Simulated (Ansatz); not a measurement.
Consider the formal exchange of groups at the Si–C bond: `Cl[SiH2]C1BN1` + `NCS` → `NC(S)[SiH2]Cl` + `B1CN1`.

Program: Ansatz. Geometries: PBE0-D4/def2-TZVP. ΔE: electronic, gas phase. CCSD(T)/CBS is the MP2 limit (def2-TZVPP, def2-QZVPP) plus CCSD(T) − MP2 in def2-TZVPP, frozen cores. This one scheme is used for every species. DFT in def2-TZVPP. B3LYP here is the variant with VWN-RPA as its local correlation; programs differ in this. Each species was taken in one conformer, which may not be the lowest.

CCSD(T)/CBS gives +5.2 kJ/mol.

Question: Another level gave +5.0 kJ/mol. Which?
A. B3LYP/def2-TZVPP
B. ωB97X-V/def2-TZVPP
C. PBE-D4/def2-TZVPP
D. HF/def2-TZVPP

Answer: B. ωB97X-V 5.0, PBE-D4 0.5, HF/def2-TZVPP 17.2, B3LYP 9.5 kJ/mol.

Largest T1 diagnostic among the species: 0.013.

In def2-TZVPP, CCSD(T) changes the Hartree–Fock value by −12.0 kJ/mol (the triples alone add −2.1 kJ/mol) and MP2 by −13.4 kJ/mol. The D4 term adds −5.6 kJ/mol with B3LYP and −3.0 kJ/mol with PBE0; it sums over pairs of atoms, weighted by their polarisabilities, and B3LYP, whose exchange is more repulsive, gets the larger term.
